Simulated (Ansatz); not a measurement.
Na5⁺. Total charge 1; singlet. Geometry r2SCAN/def2-SVP, that of the charge +1 singlet.

Cartesian coordinates in Å:
```
Na -0.7288 1.3053 -3.3456
Na -0.0208 -0.0190 0.0072
Na -3.3161 1.0694 -1.2216
Na 1.5216 -2.7418 1.9517
Na 2.5442 0.3861 2.6082
```

The structure comes from a short search, and lower isomers may exist.

Q: Estimate the orbital energies around the gap (eV) in Ansatz with PBE/def2-TZVP, r2SCAN/def2-TZVP, PBE0/def2-TZVP.

A: 
| orbital | PBE/def2-TZVP | r2SCAN/def2-TZVP | PBE0/def2-TZVP |
| --- | --- | --- | --- |
| HOMO−5 | -31.60 | -32.60 | -34.97 |
| HOMO−4 | -31.24 | -32.19 | -34.61 |
| HOMO−3 | -31.24 | -32.19 | -34.60 |
| HOMO−2 | -31.18 | -32.12 | -34.55 |
| HOMO−1 | -6.77 | -6.67 | -7.29 |
| HOMO | -6.22 | -6.09 | -6.63 |
| LUMO | -4.84 | -4.54 | -4.31 |
| LUMO+1 | -4.77 | -4.48 | -4.25 |
| LUMO+2 | -4.77 | -4.45 | -4.23 |
| LUMO+3 | -3.88 | -3.62 | -3.39 |
| LUMO+4 | -3.80 | -3.53 | -3.30 |
| LUMO+5 | -3.67 | -3.41 | -3.13 |
| β HOMO | -6.22 | -6.09 | -6.63 |
| β LUMO | -4.84 | -4.54 | -4.31 |
